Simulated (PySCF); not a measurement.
PySCF 2.14 output of a UHF calculation on a single atom or ion in cc-pVTZ-DK, with the spin-free X2C one-electron Hamiltonian (Gaussian nucleus):

```
SCF conv_tol = 1e-09
number electrons alpha = 14  beta = 12
cycle= 1 E= -1518.2462148179  delta_E= -0.00766  |g|= 0.0351  |ddm|= 0.0335
cycle= 2 E= -1518.2463587574  delta_E= -0.000144  |g|= 0.00541  |ddm|= 0.00904
cycle= 3 E= -1518.24636320499  delta_E= -4.45e-06  |g|= 0.00155  |ddm|= 0.00383
cycle= 4 E= -1518.24636360003  delta_E= -3.95e-07  |g|= 0.000428  |ddm|= 0.0013
cycle= 5 E= -1518.24636370099  delta_E= -1.01e-07  |g|= 8.29e-05  |ddm|= 0.000718
cycle= 6 E= -1518.24636370448  delta_E= -3.49e-09  |g|= 1.15e-05  |ddm|= 0.000129
cycle= 7 E= -1518.24636370455  delta_E= -6.41e-11  |g|= 1.47e-06  |ddm|= 1.93e-05
converged SCF energy = -1518.24636370455  <S^2> = 2.0028451  2S+1 = 3.0018961
```

The run itself started from symmetry-adapted Hartree-Fock orbitals and held the occupation by maximum overlap, so the iterations belong to that start.

Q: Which element, charge and spin multiplicity is this?

A: Ni²⁺ (nickel, charge +2), multiplicity 3; the state was [Ar] 3d8, high-spin 3F determinant.
